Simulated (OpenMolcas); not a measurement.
## As II: effect of the basis set

```json
{
  "Program": "OpenMolcas",
  "Method": "RASSCF",
  "Active space": "2 electrons in 9 orbitals (RAS2 4p; RAS3 4d 5s, at most 1 electron)",
  "State averaging": "2S+1 = 3 even, 3 roots; 2S+1 = 1 even, 6 roots; 2S+1 = 3 odd, 18 roots; 2S+1 = 1 odd, 18 roots",
  "Spin-orbit coupling": "state interaction with AMFI integrals over the reference wave functions, term energies averaged over their components"
}
```

A. ANO-RCC-VQZP [7s6p4d2f1g], DKH2, point nucleus; cost of the order of 14 core-seconds
B. ANO-R3 [7s6p5d3f2g], X2C, finite nucleus; cost about 27 core-seconds
C. ANO-RCC [9s8p6d4f2g], DKH2, point nucleus; cost about 28 core-seconds

Energies in cm-1 above 4s2 4p2 3P0, the measured ground level; measured values from NIST Handbook of Basic Atomic Spectroscopic Data.

```tsv
Level	A	B	C	Measured
4s2 4p2 3P0	0.0	0.0	0.0	0.0
4s2 4p2 3P1	886	900	897	1063
4s2 4p2 3P2	2253	2285	2277	2541
4s2 4p2 1D2	12470	12495	12491	10096
4s2 4p2 1S0	28375	28389	28398	22599
4s2 4p 5s 3P* 0	78727	77962	77174	78731
4s2 4p 5s 3P* 1	79162	78391	77563	79128
4s2 4p 5s 3P* 2	81123	80316	79620	81509
4s2 4p 5s 1P* 1	83191	82441	81248	82819
4s2 4p 4d 3F* 2	87798	102950	87006	
4s2 4p 4d 3F* 3	88757	103941	87962	
4s2 4p 4d 3F* 4	89983	105140	89218	
4s2 4p 4d 1D* 2	91629	107146	90817	
4s2 4p 4d 3D* 1	97725	120078	95917	
4s2 4p 4d 3D* 3	98988	120606	97150	
4s2 4p 4d 3P* 0	99413	119104	97887	
4s2 4p 4d 3P* 1	99422	118403	97834	
4s2 4p 4d 1F* 3	110546	141895	107112	
4s2 4p 4d 1P* 1	110577	139567	107301
```

Deviations, from unrounded energies. A percentage is the sum of absolute deviations over the sum of measured energies, with the sign that they share, or ± where signs differ.

```json
{"Against measurement": "mean absolute deviation (cm-1)", "Levels": "8", "A": "1200", "B": "1500", "C": "1900"}
{"Against measurement": "fine structure of the ground term (%)", "Levels": "2", "A": "-12.9", "B": "-11.7", "C": "-11.9"}
{"Against measurement": "other terms of the ground configuration (%)", "Levels": "2", "A": "+24.9", "B": "+25.0", "C": "+25.1"}
{"Against measurement": "other configurations (%)", "Levels": "4", "A": "±0.2", "B": "-1.0", "C": "-2.0"}
```

A lies closest to measurement on these levels and C furthest from it. The largest miss of A in the table is 4s2 4p2 1S0, by +5800 cm-1. The ranking rests on the paired levels alone, and a cruder setting can come out closer through cancelling errors.

Among A to C the level of the table that moves most is 4s2 4p 4d 1F* 3, by 35000 cm-1 (lowest in C, highest in B).

Without dynamic correlation excited terms often stand tens of per cent too high (terms of higher spin than the ground term too low), and those without a measured partner can miss by more than the paired ones. ANO sets are built for valence states and can reach diffuse excited orbitals poorly, and with the s shell closed the s pⁿ⁺¹ terms that mix with these levels are absent. With the s shell closed, the reference lacks s² → p² mixing. Measured partners are found by configuration, term and J. A level has none where our copy of the source lacks it or the pairing is in doubt (some pairs that miss far off the trend of their configuration count as doubtful), and it then counts in no deviation. Where the source uses jj or jK labels, the order within each J decides. Levels of configurations outside the active space are missing. Levels that lie high or do not pair safely by name in every column are left out.

* marks odd parity.
